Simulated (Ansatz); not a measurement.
`[SiH3]C1=CC1` + H₂O → `O[SiH3]` + `C1=CC1` at 600 K and 1 bar (formal hydrolysis of the Si–C bond).

Program: Ansatz. Geometries: PBE0-D4/def2-TZVP. ΔE: electronic, gas phase. CBS: MP2 limit from def2 TZ/QZ plus the TZ coupled-cluster correction, frozen cores. This one scheme is used for every species.

```json
{"species": "`[SiH3]C1=CC1`", "CCSD(T)/CBS energy (Eh)": "-406.74864", "H − E (kJ/mol)": "241.7", "S (J/(mol·K))": "387.5"}
{"species": "H₂O", "CCSD(T)/CBS energy (Eh)": "-76.37941", "H − E (kJ/mol)": "76.8", "S (J/(mol·K))": "212.8"}
{"species": "`O[SiH3]`", "CCSD(T)/CBS energy (Eh)": "-366.69042", "H − E (kJ/mol)": "135.7", "S (J/(mol·K))": "307.9"}
{"species": "`C1=CC1`", "CCSD(T)/CBS energy (Eh)": "-116.45901", "H − E (kJ/mol)": "180.4", "S (J/(mol·K))": "290.7"}
```

H − E and S are ideal-gas, rigid-rotor, harmonic terms from PBE0-D4/def2-TZVP. 1 Eh = 2625.50 kJ/mol, R = 8.31446 J/(mol·K).

Task: By hand: ΔE, ΔH, ΔS and ΔG.

Result: ΔE = (-366.69042) + (-116.45901) − (-406.74864) − (-76.37941) = -0.02138 Eh = -56.1 kJ/mol. Δ(H − E) = 135.7 + 180.4 − 241.7 − 76.8 = -2.4, so ΔH = -58.5 kJ/mol. ΔS = 307.9 + 290.7 − 387.5 − 212.8 = -1.7 J/(mol·K). ΔG = -58.5 − 600 × (-1.7)/1000 = -57.5 kJ/mol.

Task: By hand: the equilibrium constant, and the temperature at which ΔG would vanish if ΔH and ΔS stayed fixed.

Result: log₁₀ K = −ΔG/(RT ln 10) = 5.0. ΔG = 0 at ΔH/ΔS = 34412 K, far beyond where these terms or the molecules hold.

The number of gas molecules stays the same, so ΔS is small and ΔH decides. A doubt of 5 kJ/mol in ΔE shifts log₁₀ K by 0.4 here. These are equilibria of isolated gas molecules and say nothing of rates. Largest T1 diagnostic: 0.011 (customary marks: 0.02 for closed shells, 0.045 for open ones).
